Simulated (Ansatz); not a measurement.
`C[Si](N)(O)Cl` + HBr → `C[Si](O)(Cl)Br` + NH₃ at 500 K and 1 bar (ligand exchange at the Si–N bond).

Calculated with Ansatz (gas phase, PBE0-D4/def2-TZVP geometries, no zero-point term in ΔE). CBS: MP2 limit from def2 TZ/QZ plus the TZ coupled-cluster correction, frozen cores. This one scheme is used for every species. For Br outer-core shells are correlated without core-valence functions, which leaves a few kJ/mol of doubt a bond. Scalar relativity is left out up to krypton. Each species was taken in one conformer, which may not be the lowest.

| species | CCSD(T)/CBS energy (Eh) | H − E (kJ/mol) | S (J/(mol·K)) |
| --- | --- | --- | --- |
| `C[Si](N)(O)Cl` | -920.56583 | 261.3 | 431.6 |
| HBr | -2573.91920 | 30.5 | 213.7 |
| `C[Si](O)(Cl)Br` | -3437.98992 | 191.4 | 433.3 |
| NH₃ | -56.50880 | 108.2 | 211.8 |

H − E and S are ideal-gas, rigid-rotor, harmonic terms from PBE0-D4/def2-TZVP, for one conformer and one mirror image of each species. 1 Eh = 2625.50 kJ/mol, R = 8.31446 J/(mol·K).

Problem. By hand: ΔE, ΔH, ΔS and ΔG.

Solution. ΔE = (-3437.98992) + (-56.50880) − (-920.56583) − (-2573.91920) = -0.01369 Eh = -35.9 kJ/mol. Δ(H − E) = 191.4 + 108.2 − 261.3 − 30.5 = 7.8, so ΔH = -28.1 kJ/mol. ΔS = 433.3 + 211.8 − 431.6 − 213.7 = -0.2 J/(mol·K). ΔG = -28.1 − 500 × (-0.2)/1000 = -28.0 kJ/mol.

Problem. By hand: the equilibrium constant, and the temperature at which ΔG would vanish if ΔH and ΔS stayed fixed.

Solution. log₁₀ K = −ΔG/(RT ln 10) = 2.9. ΔG = 0 at ΔH/ΔS = 140500 K, far beyond where these terms or the molecules hold.

The number of gas molecules stays the same, so ΔS is small and ΔH decides. A doubt of 5 kJ/mol in ΔE shifts log₁₀ K by 0.5 here. Other conformers and mirror images would add mixing entropy, several J/(mol·K) or more a flexible species. These are equilibria of isolated gas molecules and say nothing of rates. Largest T1 diagnostic: 0.010 (customary marks: 0.02 for closed shells, 0.045 for open ones).
